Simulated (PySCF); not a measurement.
## Krypton: a sound run and one with changed settings

Sound run: Kr [Kr], Kr⁺ [Ar] 3d10 4s2 4p5. Computed with PySCF 2.14 in aug-cc-pVDZ-PP with ECP10MDF (5s4p3d, 32 functions), with a scalar-relativistic core potential. In the sound run the correlated levels freeze 3s2 3p6 3d10 outside the core potential. The sound run starts from symmetry-adapted Hartree-Fock orbitals and uses a fine grid where one is needed.

A second run was set up differently.

```csv
species,method,sound run (hartree),changed run (hartree),converged
Kr,MP2,-462.30695,-462.28299,yes
Kr,CCSD(T),-462.31929,-462.29283,yes
Kr⁺,MP2,-461.79401,-461.76362,yes
Kr⁺,CCSD(T),-461.80957,-461.77379,yes
```

Ionisation energy of Kr:

```json
{"method": "UHF", "sound run (eV)": "13.151", "changed run (eV)": "13.151"}
{"method": "MP2", "sound run (eV)": "13.958", "changed run (eV)": "14.133"}
{"method": "SCS-MP2", "sound run (eV)": "13.877", "changed run (eV)": "14.088"}
{"method": "CCSD", "sound run (eV)": "13.851", "changed run (eV)": "14.106"}
{"method": "CCSD(T)", "sound run (eV)": "13.870", "changed run (eV)": "14.124"}
```

Q: What was changed?
A. basis contracted for another Hamiltonian
B. a valence shell is frozen
C. minimal basis
D. level shift left on

A: B. Freezing a valence shell removes pair correlation that changes on ionisation.
